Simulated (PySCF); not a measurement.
The vertical singlet excitations below were computed for one of the candidates. Theory: PySCF, TDDFT B3LYP/def2-SVPD, vertical, gas phase, core orbitals frozen in the response. Geometries: GFN2-xTB, one conformer each.

```
state  E (eV)       f
   S1    6.13   0.012
   S2    6.74  0.0028
   S3    6.88   0.026
   S4    7.16   0.015
   S5    7.22   0.013
   S6    7.23  0.0003
   S7    7.30   0.016
   S8    7.44  0.0062
```

Triplets computed (Tamm–Dancoff): 5.60, 6.11, 6.23 eV.

Orbital energies (eV): HOMO-3 -8.94, HOMO-2 -8.63, HOMO-1 -8.42, HOMO -7.82, LUMO -0.58, LUMO+1 0.19, LUMO+2 0.25.

Question: Which candidate is it?
A. `CCC[SiH2]C(Cl)Cl`
B. `C(C(=O)C#C)[SiH2]O`
C. `O=COC1=C[C@H]1[SiH3]`
D. `C=C1C[C@@H](CCl)[Si@@H]1F`

Answer: A. Its S1, at 6.13 eV, is the highest among the candidates; the nearest of the others has S1 at 5.54 eV. S1 is HOMO→LUMO (96%). Löwdin shares by element: HOMO chlorine 56%, carbon 21% or more, silicon 11%; LUMO chlorine 52%, carbon 19% or more, silicon 11% (atoms not listed hold the other 18%). At the same level the other candidates give, for their lowest levels:
- `O=COC1=C[C@H]1[SiH3]`: 4.73 eV (f 0.089); 5.45 eV (f 0.003); 5.96 eV (f 0.001); 6.11 eV (f 0.025); 6.55 eV (f 0.005); T1 3.59 eV; HOMO -6.70, LUMO -1.35 eV
- `C=C1C[C@@H](CCl)[Si@@H]1F`: 5.54 eV (f 0.004); 5.85 eV (f 0.020); 6.20 eV (f 0.083); 6.23 eV (f 0.124); 6.39 eV (f 0.010); T1 3.94 eV; HOMO -7.69, LUMO -1.36 eV
- `C#CC(=O)C[SiH2]O`: 3.92 eV (f 0.004); 4.79 eV (f 0.007); 5.30 eV (f 0.002); 5.67 eV (f 0.166); 6.06 eV (f 0.060); T1 3.43 eV; HOMO -7.89, LUMO -2.41 eV

Shape of the structure used: `[CH3:1][CH2:2][CH2:3][SiH2:4][CH:5]([Cl:6])[Cl:7]`: C1–C2–C3–Si4 180°, C2–C3–Si4–C5 180°, C3–Si4–C5–Cl6 60°.
